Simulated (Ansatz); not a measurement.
A nudged elastic band was laid between two geometries of ClF2HSi (5 atoms, charge 0, multiplicity 1).

Level of theory: RKS PBE0-D4/6-31G* (Ansatz 0.2.0).

| Quantity | Value |
| --- | --- |
| movable images | 5 |
| climbing image | yes |
| spring | 5.0 eV/Å² |
| optimiser | quadratic models (default) |
| start path | through a guess of the saddle point |
| force threshold | 0.03 eV/Å |
| iteration limit | 60 |
| end points | relaxed |

Initial state:

```xyz
5
Properties=species:S:1:pos:R:3
Si 0.196 0.000 0.256
H -0.077 0.000 1.700
Cl 2.195 0.000 -0.091
F -0.442 1.285 -0.427
F -0.442 -1.285 -0.427
```

Final state:

```xyz
5
Properties=species:S:1:pos:R:3
Si -1.031 0.000 -0.133
H 1.725 0.000 2.286
Cl 2.018 0.000 1.035
F -0.641 1.240 -1.088
F -0.641 -1.240 -1.088
```

Problem. Which bonds break or form, and what moves?

Solution. Bonds broken: Si1–H2, Si1–Cl3. Bonds formed: H2–Cl3. ClF2HSi becomes ClH + F2Si.

Problem. Give the energies along the band, and the barrier.

Solution. The run converged. The highest image is number 3 of 0 to 6, 77.0 kcal/mol above the first end and 16.8 kcal/mol above the last; the last end lies 60.2 kcal/mol above the first. Neighbouring images differ by up to 1.7 eV, so the band resolves the path poorly. A vibrational analysis at the climbing image gives one clearly imaginary mode, 983i cm⁻¹: a first-order saddle point. The orbitals stay closed-shell, which can raise the energy where a bond breaks towards radicals; this wasn't checked here.

```json
{"image": "0", "path coordinate (Å)": "0.00", "energy (kcal/mol)": "0.0", "Si1–H2 (Å)": "1.47", "Si1–Cl3 (Å)": "2.03", "H2–Cl3 (Å)": "2.89"}
{"image": "1", "path coordinate (Å)": "0.46", "energy (kcal/mol)": "10.1", "Si1–H2 (Å)": "1.45", "Si1–Cl3 (Å)": "2.05", "H2–Cl3 (Å)": "2.45"}
{"image": "2", "path coordinate (Å)": "0.92", "energy (kcal/mol)": "48.6", "Si1–H2 (Å)": "1.47", "Si1–Cl3 (Å)": "2.24", "H2–Cl3 (Å)": "1.99"}
{"image": "3", "path coordinate (Å)": "1.38", "energy (kcal/mol)": "77.0", "Si1–H2 (Å)": "1.63", "Si1–Cl3 (Å)": "2.54", "H2–Cl3 (Å)": "1.60"}
{"image": "4", "path coordinate (Å)": "1.97", "energy (kcal/mol)": "64.9", "Si1–H2 (Å)": "2.26", "Si1–Cl3 (Å)": "3.04", "H2–Cl3 (Å)": "1.31"}
{"image": "5", "path coordinate (Å)": "2.56", "energy (kcal/mol)": "61.3", "Si1–H2 (Å)": "2.95", "Si1–Cl3 (Å)": "3.20", "H2–Cl3 (Å)": "1.28"}
{"image": "6", "path coordinate (Å)": "3.15", "energy (kcal/mol)": "60.2", "Si1–H2 (Å)": "3.67", "Si1–Cl3 (Å)": "3.26", "H2–Cl3 (Å)": "1.28"}
```

Problem. What is the geometry of the highest image?

Solution. 
```xyz
5
Properties=species:S:1:pos:R:3
Si -0.366 0.000 0.309
H 0.831 0.000 1.416
Cl 2.167 0.000 0.535
F -0.602 1.271 -0.624
F -0.602 -1.271 -0.624
```

Time of the run: 4.1 min on 1 thread of Arm Neoverse V1 (shared host), peak memory 0.13 GiB.
